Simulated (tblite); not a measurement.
C5H16Si2.
Atom-mapped SMILES: `[CH3:1][C:2]([CH3:3])([CH3:4])[SiH2:5][CH2:6][SiH3:7]` (hydrogens: H8, H9, H10 on C1; H11, H12, H13 on C3; H14, H15, H16 on C4; H17, H18 on Si5; H19, H20 on C6; H21, H22, H23 on Si7)

Computed with GFN2-xTB (tblite), gas phase: L-BFGS steps from a force-field or distance-geometry start until the largest atomic force falls under 0.01 eV/Å.

Step 10: E = -607.1807 eV
```
atom  x, y, z in Å  |  force x, y, z in eV/Å
C1     -1.3827   -0.3088    1.5375    0.017   0.006  -0.038
C2     -1.2158    0.1923    0.1028   -0.061   0.006  -0.009
C3     -2.1040    1.4192   -0.0986    0.032  -0.009   0.004
C4     -1.6648   -0.9056   -0.8625    0.022   0.029   0.013
Si5     0.6086    0.6737   -0.2291   -0.020  -0.008   0.016
C6      1.7779   -0.7976    0.0041    0.014   0.041  -0.024
Si7     3.5690   -0.2835   -0.3307    0.000  -0.002  -0.015
H8     -1.0651    0.4537    2.2468   -0.029  -0.035   0.013
H9     -0.7838   -1.2032    1.7005   -0.034   0.009   0.039
H10    -2.4266   -0.5550    1.7388    0.043   0.008   0.011
H11    -1.8096    2.2161    0.5814   -0.038   0.006  -0.014
H12    -2.0133    1.7907   -1.1174   -0.030   0.012   0.017
H13    -3.1510    1.1756    0.0878    0.035   0.013  -0.008
H14    -1.5518   -0.5750   -1.8941   -0.027  -0.039   0.022
H15    -1.0692   -1.8059   -0.7212   -0.041  -0.003  -0.027
H16    -2.7132   -1.1596   -0.6950    0.049   0.004  -0.018
H17     0.7333    1.1763   -1.6023   -0.044   0.016  -0.044
H18     0.9984    1.7451    0.6962   -0.037   0.033   0.031
H19     1.6910   -1.1871    1.0168    0.011  -0.016   0.007
H20     1.4976   -1.6083   -0.6667    0.012  -0.009   0.006
H21     3.6695    0.2192   -1.7013    0.042  -0.028  -0.006
H22     4.4615   -1.4302   -0.1525    0.036  -0.023   0.001
H23     3.9391    0.7850    0.5964    0.045  -0.011   0.021
```

Step 11: E = -607.1817 eV
```
atom  x, y, z in Å  |  force x, y, z in eV/Å
C1     -1.3831   -0.3085    1.5364    0.009   0.003  -0.016
C2     -1.2165    0.1924    0.1028   -0.016   0.009  -0.013
C3     -2.1036    1.4183   -0.0986    0.005   0.012  -0.001
C4     -1.6652   -0.9045   -0.8619    0.014   0.006   0.004
Si5     0.6088    0.6741   -0.2290   -0.010  -0.005   0.012
C6      1.7803   -0.7979    0.0038   -0.013   0.042  -0.011
Si7     3.5727   -0.2851   -0.3309   -0.030  -0.012  -0.007
H8     -1.0664    0.4537    2.2459   -0.019  -0.026   0.022
H9     -0.7849   -1.2027    1.6995   -0.021  -0.004   0.043
H10    -2.4265   -0.5545    1.7384    0.027   0.004   0.010
H11    -1.8107    2.2149    0.5816   -0.026   0.021  -0.005
H12    -2.0141    1.7900   -1.1170   -0.024   0.017   0.008
H13    -3.1505    1.1755    0.0879    0.020   0.004  -0.006
H14    -1.5521   -0.5742   -1.8932   -0.026  -0.037   0.008
H15    -1.0702   -1.8048   -0.7203   -0.029  -0.014  -0.028
H16    -2.7130   -1.1596   -0.6946    0.038   0.008  -0.017
H17     0.7280    1.1773   -1.6041   -0.037   0.007  -0.016
H18     0.9936    1.7474    0.6983   -0.035   0.012   0.011
H19     1.6920   -1.1861    1.0186    0.017  -0.009  -0.048
H20     1.4979   -1.6081   -0.6689    0.026   0.014   0.042
H21     3.6724    0.2177   -1.7007    0.044  -0.024  -0.020
H22     4.4649   -1.4318   -0.1526    0.038  -0.026   0.002
H23     3.9415    0.7833    0.5960    0.050  -0.003   0.028
```

Step 12: E = -607.1826 eV
```
atom  x, y, z in Å  |  force x, y, z in eV/Å
C1     -1.3832   -0.3081    1.5353    0.000  -0.001   0.010
C2     -1.2173    0.1927    0.1026    0.030   0.009  -0.010
C3     -2.1032    1.4179   -0.0985   -0.019   0.028  -0.004
C4     -1.6652   -0.9035   -0.8613    0.004  -0.016  -0.007
Si5     0.6085    0.6745   -0.2288   -0.003   0.010   0.000
C6      1.7820   -0.7974    0.0033   -0.028   0.036   0.000
Si7     3.5754   -0.2867   -0.3311   -0.031  -0.015   0.004
H8     -1.0678    0.4532    2.2456   -0.007  -0.011   0.027
H9     -0.7862   -1.2023    1.6995   -0.006  -0.016   0.039
H10    -2.4259   -0.5541    1.7384    0.002  -0.002   0.007
H11    -1.8122    2.2145    0.5817   -0.012   0.033   0.003
H12    -2.0153    1.7898   -1.1166   -0.015   0.022  -0.005
H13    -3.1497    1.1755    0.0878   -0.002  -0.005  -0.002
H14    -1.5529   -0.5743   -1.8923   -0.020  -0.026  -0.014
H15    -1.0716   -1.8042   -0.7201   -0.010  -0.025  -0.024
H16    -2.7122   -1.1595   -0.6945    0.011   0.008  -0.010
H17     0.7230    1.1783   -1.6060   -0.030  -0.003   0.013
H18     0.9889    1.7496    0.7003   -0.034  -0.006  -0.007
H19     1.6931   -1.1855    1.0192    0.019  -0.001  -0.077
H20     1.4987   -1.6076   -0.6699    0.032   0.027   0.057
H21     3.6756    0.2159   -1.7006    0.044  -0.022  -0.026
H22     4.4684   -1.4335   -0.1526    0.028  -0.017   0.001
H23     3.9444    0.7817    0.5962    0.049  -0.006   0.025
```

Step 13: E = -607.1835 eV
```
atom  x, y, z in Å  |  force x, y, z in eV/Å
C1     -1.3833   -0.3078    1.5342   -0.009  -0.006   0.037
C2     -1.2177    0.1931    0.1022    0.060   0.006   0.000
C3     -2.1030    1.4180   -0.0985   -0.035   0.035  -0.006
C4     -1.6650   -0.9027   -0.8608   -0.006  -0.033  -0.017
Si5     0.6081    0.6751   -0.2287   -0.001   0.029  -0.014
C6      1.7834   -0.7959    0.0027   -0.028   0.029   0.007
Si7     3.5778   -0.2886   -0.3313   -0.009  -0.010   0.013
H8     -1.0695    0.4524    2.2459    0.007   0.005   0.030
H9     -0.7878   -1.2022    1.7004    0.009  -0.023   0.029
H10    -2.4251   -0.5536    1.7385   -0.025  -0.007   0.001
H11    -1.8141    2.2147    0.5818    0.001   0.041   0.009
H12    -2.0170    1.7901   -1.1163   -0.005   0.026  -0.017
H13    -3.1488    1.1754    0.0877   -0.025  -0.014   0.003
H14    -1.5542   -0.5749   -1.8916   -0.010  -0.012  -0.038
H15    -1.0734   -1.8041   -0.7204    0.011  -0.035  -0.017
H16    -2.7112   -1.1592   -0.6947   -0.022   0.007   0.000
H17     0.7167    1.1793   -1.6077   -0.022  -0.011   0.039
H18     0.9831    1.7520    0.7023   -0.028  -0.021  -0.022
H19     1.6947   -1.1850    1.0185    0.018   0.005  -0.079
H20     1.5001   -1.6067   -0.6700    0.028   0.030   0.053
H21     3.6801    0.2135   -1.7010    0.042  -0.022  -0.023
H22     4.4727   -1.4358   -0.1526    0.007  -0.001  -0.001
H23     3.9486    0.7798    0.5969    0.043  -0.018   0.014
```

Task: Estimate the geometry and energy of step 14. (The exact step hangs on the optimiser's Hessian estimate; all steps are aligned on step 13, rigid shifts and turns removed.)

Result: E = -607.1846 eV, largest force 0.058 eV/Å
```
atom  x, y, z in Å  |  force x, y, z in eV/Å
C1     -1.3835   -0.3075    1.5335   -0.014  -0.010   0.054
C2     -1.2174    0.1938    0.1018    0.057  -0.001   0.013
C3     -2.1032    1.4186   -0.0986   -0.039   0.029  -0.004
C4     -1.6649   -0.9021   -0.8605   -0.013  -0.039  -0.024
Si5     0.6077    0.6764   -0.2287   -0.006   0.041  -0.023
C6      1.7847   -0.7933    0.0018   -0.012   0.024   0.005
Si7     3.5807   -0.2911   -0.3312    0.024   0.002   0.014
H8     -1.0715    0.4516    2.2468    0.019   0.019   0.028
H9     -0.7896   -1.2025    1.7021    0.020  -0.023   0.017
H10    -2.4248   -0.5532    1.7386   -0.045  -0.010  -0.007
H11    -1.8164    2.2157    0.5821    0.011   0.039   0.008
H12    -2.0191    1.7910   -1.1162    0.004   0.028  -0.022
H13    -3.1483    1.1750    0.0877   -0.041  -0.020   0.007
H14    -1.5560   -0.5760   -1.8915    0.002   0.000  -0.054
H15    -1.0753   -1.8046   -0.7211    0.029  -0.037  -0.009
H16    -2.7104   -1.1588   -0.6949   -0.049   0.006   0.011
H17     0.7086    1.1803   -1.6092   -0.008  -0.013   0.052
H18     0.9753    1.7544    0.7045   -0.017  -0.027  -0.031
H19     1.6970   -1.1842    1.0164    0.011   0.010  -0.053
H20     1.5024   -1.6051   -0.6691    0.017   0.023   0.030
H21     3.6864    0.2100   -1.7018    0.037  -0.025  -0.010
H22     4.4781   -1.4385   -0.1526   -0.019   0.017  -0.002
H23     3.9546    0.7770    0.5980    0.034  -0.033  -0.001
```

The energy changes by -0.0011 eV. The first-order estimate −F·Δx gives -0.0015 eV and the mean of the old and new forces, exact on a quadratic surface, -0.0011 eV. The step makes an angle of 67° with the force vector and moves no atom by more than 0.008 Å.

The cost below is that of the whole relaxation. The run took 0.46 s on an Arm Neoverse V1 with one thread, shared host with 32 logical CPUs at a one-minute load of 25.
